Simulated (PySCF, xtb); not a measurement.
Hf(OH)4 (H4HfO4), SMILES [OH][Hf]([OH])([OH])[OH], multiplicity 1.

xtb with GFN2-xTB at its own geometry gives an orbital gap of 4.89 eV and a dipole moment of 0.01 D.

Geometry optimised at B3LYP-D3(BJ)/def2-SVP. The spin state was assumed, not searched. The isomer is the one that the SMILES or the coordinates give; other isomers of the formula were not compared. The def2 effective core potentials stand for the cores of Hf; spin–orbit coupling is left out. Other conformers were not sampled.

**Question.** What does HF/def2-TZVP (PySCF) give? (Estimate from the structure and the level; the computed values follow.)

**Answer.** gap 14.98 eV (levels -12.73 and 2.25 eV), dipole 0.00 D.
